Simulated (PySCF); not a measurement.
**Dipole moment and polarisability of `C[C@@H]1C[C@H](F)[SiH2]O1`**

C4H9FOSi.
Atom-mapped SMILES: `[CH3:1][C@@H:2]1[CH2:3][C@H:4]([F:5])[SiH2:6][O:7]1` (hydrogens: H8, H9, H10 on C1; H11 on C2; H12, H13 on C3; H14 on C4; H15, H16 on Si6)

Structure used (GFN2-xTB), in Å, numbered top down from 1:
```
atom  x, y, z in Å
C1     2.1308   -0.3040    0.2015
C2     0.7267   -0.0311    0.7194
C3    -0.3139   -0.9888    0.1303
C4    -1.6719   -0.2949    0.1981
F5    -2.5198   -0.8067   -0.7722
Si6   -1.1861    1.5540   -0.0376
O7     0.3627    1.3026    0.3968
H8     2.4292   -1.3179    0.4542
H9     2.8330    0.3956    0.6464
H10    2.1570   -0.1805   -0.8782
H11    0.7188   -0.1093    1.8152
H12   -0.0852   -1.1627   -0.9234
H13   -0.2994   -1.9465    0.6506
H14   -2.1725   -0.4938    1.1519
H15   -1.2710    1.9738   -1.4283
H16   -1.8459    2.4190    0.9315
```

Level: B3LYP/def2-SVPD (PySCF), static field, nuclei fixed, core orbitals frozen in the response. The polarisability tensor in these axes (au):

```
x   79.51 -4.94  1.60
y   -4.94 77.57 -1.15
z    1.60 -1.15 67.57
```

Give the principal values, the mean and the anisotropy Δα = √{½[(α1 − α2)² + (α2 − α3)² + (α1 − α3)²]}.

Principal values 67.33, 73.51 and 83.81 au; mean 74.88 au = 11.10 Å³ = 12.35 × 10⁻⁴⁰ C²·m²/J; Δα = 14.42 au (19 % of the mean).

What is the dipole moment, and where does it point?

(0.90, -0.41, 1.15) D, 1.52 D in size, pointing from the negative to the positive side. Measured along this direction, the outermost atoms are H15 at the negative end and H8 and H9 at the positive end.

Sum over states: ᾱ = Σ f/ω², ω in Eh. What share falls to these 8 lowest TDDFT singlets (eV, f)? 6.59, 0.0225; 6.65, 0.0065; 7.17, 0.0052; 7.28, 0.0274; 7.70, 0.0073; 7.85, 0.0178; 7.91, 0.0167; 8.03, 0.0182.

They add up to 1.66 au, 2.2 % of the 74.88 au; the largest single term is 0.38 au, from the state at 6.59 eV. Terms in order: 0.38, 0.11, 0.07, 0.38, 0.09, 0.21, 0.20, 0.21 au. Higher excitations give the rest. The strengths listed sum to 0.122.

What would n − 1 = 2πNα be for an ideal gas of these molecules at 500 K and 1 atm, electronic part alone?

N = p/kT = 1.4678 × 10¹⁹ cm⁻³, so n − 1 = 2π × N × 11.10 × 10⁻²⁴ cm³ = 1023 × 10⁻⁶ at long wavelengths.

Find the Langevin capture rate constant for H3+ (3.023 u) meeting this molecule (120.041 u), k = 2.342 × 10⁻⁹ cm³/s × √(α in Å³ / reduced mass in u).

The reduced mass is 2.95 u, so k = 4.54 × 10⁻⁹ cm³/s. The formula leaves out the permanent dipole, which adds to the capture rate.

What depolarisation ratio follows for Rayleigh scattering of linearly polarised light, taking the static tensor?

ρ = 3Δα²/(45ᾱ² + 4Δα²) = 623.8/(252335 + 831.8) = 0.00246.

The structure is a single GFN2-xTB conformer in the gas phase; no vibrational or solvent corrections.

The run behind these numbers computed excited states as well. On one thread of an Arm Neoverse N1, shared host, this took 88 s (with the writing of density and orbital grids) and 0.86 GiB of memory at its peak.
